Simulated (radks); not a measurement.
Q: The mean radii <r> (bohr) of the occupied orbitals of an atom or ion are listed with their occupations. Calculated with a radial shooting solver on a logarithmic mesh with Libxc functionals: scalar-relativistic Kohn-Sham, PBE, spin-unpolarised, spherical densities, point nucleus.

| orbital | occ. | <r> |
|---|---|---|
| 1s | 2 | 0.06942 |
| 2s | 2 | 0.3093 |
| 2p | 4 | 0.2710 |

Name the element and its charge.

A: Z = 22, titanium, charge +14: Ti14+ in [He] 2s2 2p4. The 1s radius gives Z: for a bare nucleus <r> = (2 gamma + 1)/(2Z) with gamma = sqrt(1 - (Z/c)^2), 0.06759 bohr for Z = 22, and screening makes it slightly larger (0.06942 here). The occupations add up to 8, and the charge is Z minus that.
